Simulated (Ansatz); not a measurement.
Total energies of ClGeH7Si2, SMILES `[SiH3][GeH]([SiH3])[Cl]`.

Cartesian coordinates in Å:
```
Si -0.302 -1.923 0.664
Ge 0.216 -0.144 -0.835
Si 0.306 2.029 0.138
Cl -1.434 -0.081 -2.260
H -0.444 -3.193 -0.092
H 0.791 -2.055 1.665
H -1.573 -1.603 1.362
H 1.470 -0.449 -1.678
H -0.974 2.288 0.845
H 0.514 3.046 -0.923
H 1.429 2.085 1.112
```

Charge 0, multiplicity 1. Correlated methods include outer-core shells of Ge, which these sets cover unevenly. Scalar relativity is left out up to krypton. The structure was optimised at the PBE0-D4/def2-TZVP level. Basis def2-TZVPP, the Gaussian-basis code of Ansatz.

RPA on PBE orbitals: Hartree–Fock energy of these orbitals -3116.81476 Eh, correlation -1.24683 Eh (frozen core).

```
             functional             kind  energy without D4 (Eh)  D4 term (kJ/mol)
                   BLYP              GGA             -3120.49937             -59.4
HSE06 (plane-wave form)  screened hybrid             -3119.78811             -23.5
```

**Question.** Give the same for LDA (SPW92), PBE, revPBE, r2SCAN, B97M-V, PBE0, B3LYP, r2SCANh, r2SCAN0, BHLYP, CAM-B3LYP, LC-ωPBE, ωB97X-V, ωB97M-V, B2PLYP, PBE-QIDH. (An estimate is asked.)

**Answer.** Ansatz gave: 
```json
{"functional": "LDA (SPW92)", "kind": "LDA", "energy without D4 (Eh)": "-3113.43789", "D4 term (kJ/mol)": "–"}
{"functional": "PBE", "kind": "GGA", "energy without D4 (Eh)": "-3119.65172", "D4 term (kJ/mol)": "-28.4"}
{"functional": "revPBE", "kind": "GGA", "energy without D4 (Eh)": "-3120.10340", "D4 term (kJ/mol)": "-68.9"}
{"functional": "r2SCAN", "kind": "meta-GGA", "energy without D4 (Eh)": "-3120.37662", "D4 term (kJ/mol)": "-7.0"}
{"functional": "B97M-V", "kind": "meta-GGA with VV10", "energy without D4 (Eh)": "-3119.81837", "D4 term (kJ/mol)": "–"}
{"functional": "PBE0", "kind": "global hybrid, 25 % exact exchange", "energy without D4 (Eh)": "-3119.80937", "D4 term (kJ/mol)": "-24.7"}
{"functional": "B3LYP", "kind": "global hybrid, 20 %", "energy without D4 (Eh)": "-3120.58286", "D4 term (kJ/mol)": "-46.2"}
{"functional": "r2SCANh", "kind": "meta-GGA hybrid, 10 %", "energy without D4 (Eh)": "-3120.36491", "D4 term (kJ/mol)": "-7.6"}
{"functional": "r2SCAN0", "kind": "meta-GGA hybrid, 25 %", "energy without D4 (Eh)": "-3120.34888", "D4 term (kJ/mol)": "-8.5"}
{"functional": "BHLYP", "kind": "global hybrid, 50 %", "energy without D4 (Eh)": "-3120.45033", "D4 term (kJ/mol)": "-41.3"}
{"functional": "CAM-B3LYP", "kind": "range-separated hybrid", "energy without D4 (Eh)": "-3120.61206", "D4 term (kJ/mol)": "-25.9"}
{"functional": "LC-ωPBE", "kind": "long-range corrected hybrid", "energy without D4 (Eh)": "-3119.89422", "D4 term (kJ/mol)": "–"}
{"functional": "ωB97X-V", "kind": "range-separated hybrid GGA with VV10", "energy without D4 (Eh)": "-3120.12443", "D4 term (kJ/mol)": "–"}
{"functional": "ωB97M-V", "kind": "range-separated hybrid meta-GGA with VV10", "energy without D4 (Eh)": "-3120.26663", "D4 term (kJ/mol)": "–"}
{"functional": "B2PLYP", "kind": "double hybrid", "energy without D4 (Eh)": "-3119.72217", "D4 term (kJ/mol)": "–"}
{"functional": "PBE-QIDH", "kind": "double hybrid", "energy without D4 (Eh)": "-3119.22909", "D4 term (kJ/mol)": "–"}
```

B3LYP takes the VWN-RPA correlation (the form of Gaussian; ORCA's B3LYP/G). HSE06 is the plane-wave form, built on full-range PBE exchange. The double hybrids freeze the cores in their second-order part.

LC-ωPBE has ω = 0.4 bohr⁻¹.
